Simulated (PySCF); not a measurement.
Compound: trans-Zr(NH3)2Br4 (singlet state).
SMILES: `[NH3]->[Zr](<-[NH3])([Br])([Br])([Br])[Br]`

A linear-response calculation (PySCF, def2-SVPD basis, gas phase, vertical, core orbitals frozen in the response) gave these numbers; the functional is withheld.

Orbital energies (eV): HOMO-3 -9.27, HOMO-2 -9.02, HOMO-1 -9.02, HOMO -8.51, LUMO -1.43, LUMO+1 -1.43, LUMO+2 -1.21.

```json
{"state": "S1", "E (eV)": "3.89", "f": "0.0010", "main configurations (H = HOMO, L = LUMO)": "H→L/L+1 (99%)"}
{"state": "S2", "E (eV)": "3.89", "f": "0.0009", "main configurations (H = HOMO, L = LUMO)": "H→L/L+1 (99%)"}
{"state": "S3", "E (eV)": "4.26", "f": "0.0000", "main configurations (H = HOMO, L = LUMO)": "H-2/H-1→L/L+1 (≥85%)"}
{"state": "S4", "E (eV)": "4.28", "f": "0.0015", "main configurations (H = HOMO, L = LUMO)": "H→L+2 (91%)"}
{"state": "S5", "E (eV)": "4.29", "f": "0.0001", "main configurations (H = HOMO, L = LUMO)": "H-2/H-1→L/L+1 (≥78%)"}
{"state": "S6", "E (eV)": "4.35", "f": "0.0001", "main configurations (H = HOMO, L = LUMO)": "H-2/H-1→L/L+1 (≥78%)"}
```

Triplets (Tamm–Dancoff): T1 3.82 eV, H→L/L+1 (≥97%); T2 3.83 eV, H→L/L+1 (98%); T3 3.91 eV, H→L+2 (95%).

Vertical ionisation energy by ΔSCF with the same functional: 9.24 eV. Mean static polarisability: 159.1 au.

Orbitals of the list HOMO-3 to LUMO+2 that lie within 0.01 eV of each other are written together with a slash and their weights summed (≥ marks a lower bound); for degenerate orbitals outside that list single weights are arbitrary.

Question: Which of these was used?
A. HF
B. B3LYP
C. CAM-B3LYP
D. PBE

Answer: C. CAM-B3LYP is range-separated, 19% exact exchange at short range and 65% at long range (ω = 0.33 bohr⁻¹). In this run −ε(HOMO) = 8.51 eV differs from the ΔSCF value by -0.73 eV, and S1 differs from the orbital gap of 7.08 eV by -3.19 eV. The ratio −ε(HOMO)/IP is 0.92. Usual ranges for neutral molecules in this basis: 0.85 to 0.93 with CAM-B3LYP, 0.5 to 0.7 with PBE, 0.67 to 0.83 with B3LYP; with Hartree–Fock the ratio is 1 or more (Koopmans' value less the relaxation energy is the ΔSCF value). The other options: PBE, a GGA without exact exchange; HF, time-dependent Hartree–Fock, 100% exact exchange; B3LYP, a global hybrid with 20% exact exchange.

Method: PySCF, TDDFT CAM-B3LYP/def2-SVPD, vertical, gas phase, core orbitals frozen in the response, def2 core potentials past Kr. Geometry: PBE0-D3(BJ)/def2-SVP; no solvent, vibrations or thermal averaging. Spin–orbit coupling is left out. Note that the optimisation stopped short of convergence; the values belong to its last geometry.

On one thread, Arm Neoverse V1 (aarch64), shared host with 32 logical CPUs at a one-minute load of 10, this took 15 min of wall time (with the writing of density and orbital grids) and 1.8 GiB of memory at its peak.
